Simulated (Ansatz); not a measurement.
`O[SiH2]N[SiH2]F` + SiH₄ → `O[SiH2]N[SiH2][SiH3]` + H–F  (formal exchange of groups at the Si–F bond)

Isolated molecules relaxed with PBE0-D4/def2-TZVP in Ansatz; ΔE leaves out vibrations. CBS: MP2 limit from def2 TZ/QZ plus the TZ coupled-cluster correction, frozen cores. This one scheme is used for every species. DFT in def2-TZVPP. B3LYP here is the variant with VWN-RPA as its local correlation; programs differ in this. Each species was taken in one conformer, which may not be the lowest.

`O[SiH2]N[SiH2]F`:

Cartesian coordinates in Å:
```
O -0.118 2.529 0.130
Si 0.695 1.155 -0.255
N 0.156 -0.226 0.632
Si -0.536 -1.662 0.020
F 0.563 -2.775 -0.320
H -1.066 2.542 -0.014
H 0.512 0.783 -1.682
H 2.100 1.484 0.065
H 0.346 -0.216 1.626
H -1.419 -2.263 1.045
H -1.234 -1.351 -1.246
```

SiH₄:

Cartesian coordinates in Å:
```
Si 0.000 0.000 0.000
H -0.687 -1.200 0.540
H -0.112 0.010 -1.480
H 1.433 -0.033 0.388
H -0.634 1.223 0.553
```

`O[SiH2]N[SiH2][SiH3]`:

Z-matrix (Å, degrees):
```
Si
N 1 1.717
O 1 1.644 2 114.8
H 1 1.479 2 110.5 3 -116.5
H 1 1.487 2 105.2 3 122.1
Si 2 1.733 1 129.1 3 -104.1
H 2 1.012 1 115.6 3 72.2
H 3 0.958 1 117.7 2 61.8
Si 6 2.343 2 111.3 1 3.9
H 6 1.492 2 110.4 1 123.9
H 6 1.492 2 111.6 1 -118.2
H 9 1.486 6 112.8 2 -70.0
H 9 1.490 6 107.4 2 170.5
H 9 1.489 6 111.0 2 52.4
```

H–F:

```xyz
2

F     0.199   -0.408   -0.074
H    -0.199    0.408    0.074
```

Q: Is it downhill or uphill in electronic energy at CCSD(T)/CBS, and by how much? (Estimate.)

A: The calculation gave: Uphill: ΔE = +37.4 kcal/mol.

Q: What do these levels give: B3LYP-D4, PBE, r2SCAN, CCSD/def2-TZVPP, HF/def2-QZVPP, SCS-MP2/def2-QZVPP? (An estimate is asked.)

A: The calculation gave: B3LYP-D4 37.9, PBE 34.1, r2SCAN 38.2, CCSD/def2-TZVPP 39.0, HF/def2-QZVPP 47.0, SCS-MP2/def2-QZVPP 40.7 kcal/mol.

Largest T1 diagnostic among the species: 0.012.

The D4 term adds −3.1 kcal/mol with B3LYP and −1.8 kcal/mol with PBE0; it sums over pairs of atoms, weighted by their polarisabilities, and B3LYP, whose exchange is more repulsive, gets the larger term. From PBE to PBE0 (25 % exact exchange), in def2-TZVPP and without D4, ΔE moves by +1.0 kcal/mol. In def2-TZVPP, CCSD(T) changes the Hartree–Fock value by −8.5 kcal/mol (the triples alone add −1.1 kcal/mol) and MP2 by −7.4 kcal/mol.
